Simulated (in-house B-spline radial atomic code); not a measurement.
## Ionising Ar5+ with different functionals

Computed with an all-electron radial atomic-structure program (B-spline basis): scalar-relativistic (spin-free X2C) Hamiltonian, Fermi nucleus of rms radius 3.4274 fm, spin-polarised at highest spin, spherical fractional occupations for the functionals, and exact exchange of hybrids averaged over the configuration. The ionisation energy is the difference of two self-consistent energies, [Ne] 3s2 3p1 → [Ne] 3s2, without Breit or QED terms; ε is the level of the shell that loses the electron (its least bound occupied spin orbital).

```
   method                    rung  ΔSCF (eV)  -ε(3p) (eV)
     PBE0           global hybrid          ?            ?
    B3LYP           global hybrid          ?            ?
    TPSSh           global hybrid      91.01        83.82
BHandHLYP           global hybrid      91.06        87.07
  r2SCAN0           global hybrid      90.89        85.06
    B97-1           global hybrid      90.99        84.64
    HSE06  range-separated hybrid      91.07        84.62
    wB97X  range-separated hybrid      90.98        87.67
CAM-B3LYP  range-separated hybrid      91.22        86.65
  LC-wPBE  range-separated hybrid      91.29        88.28
```

(1) What does PBE0 give?

(2) What does B3LYP give?

(3) Among the functionals, which spreads more, the ΔSCF values or the orbital energies?

(4) How do they compare with the NIST value?

Results:

(1) ΔSCF 91.06 eV, and -ε(3p) = 85.05 eV.

(2) ΔSCF 91.23 eV, and -ε(3p) = 84.70 eV.

(3) The orbital energies: ΔSCF values span about 0.40 eV and the orbital energies 4.46 eV; here energy differences depend much less on the functional than eigenvalues do.

(4) NIST lists 91.29 eV ± 0.01 (measured, ground level to ground level). Errors run from -0.40 to +0.00 eV; LC-wPBE is closest (+0.00 eV), but part of that can be cancellation, since the calculations leave out spin-orbit coupling, Breit-QED terms, multiplet and fine-structure energies.
